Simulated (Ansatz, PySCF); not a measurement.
Energy difference R1 → P1 + P2, each structure at its B3LYP-D3(BJ)/def2-TZVP stationary point, reached from a drawn start (curvature not checked).
R1: BH3O3 (SMILES OB(O)O), charge 0, multiplicity 1.
P1, BH2O2 (SMILES O[B]O) (charge 0, multiplicity 2):
| atom | x (Å) | y (Å) | z (Å) |
|---|---|---|---|
| B | 0.1763 | 0.4209 | -0.4068 |
| O | 1.3498 | -0.1090 | -0.0249 |
| H | 1.2756 | -0.8151 | 0.6369 |
| O | -1.0243 | 0.0158 | 0.0808 |
| H | -1.7774 | 0.4872 | -0.2861 |
P2, OH (SMILES [OH]) (charge 0, multiplicity 2):
```xyz
2

O      0.00000     0.00000     0.48836
H      0.00000     0.00000    -0.48836
```

P less R. No zero-point or thermal terms; singlets are restricted closed shells; open shells are unrestricted; no spin–orbit coupling. One arrangement of each flexible species, with no search for the lowest.

Cores are frozen in the correlated methods.

The values were computed with Ansatz (a first-principles code); PySCF for M06-2X. Each number belongs to the level named beside it.

| level | reaction energy (kcal/mol) |
|---|---|
| HF/cc-pVDZ | 118.64 |
| HF/cc-pVTZ | 118.72 |
| r2SCAN/def2-TZVPP | 146.46 |
| M06-2X/def2-TZVPP | 152.73 |
| MP2/cc-pVTZ | 157.89 |
| MP2/cc-pVQZ | 159.13 |
| SCS-MP2/cc-pVDZ | ? |
| CCSD(T)/cc-pVDZ | ? |
| CCSD(T)/cc-pVQZ | ? |

Problem. Fill in the missing entries.

Solution. 
- SCS-MP2/cc-pVDZ, reaction energy (kcal/mol): 150.43
- CCSD(T)/cc-pVDZ, reaction energy (kcal/mol): 147.29
- CCSD(T)/cc-pVQZ, reaction energy (kcal/mol): 152.63
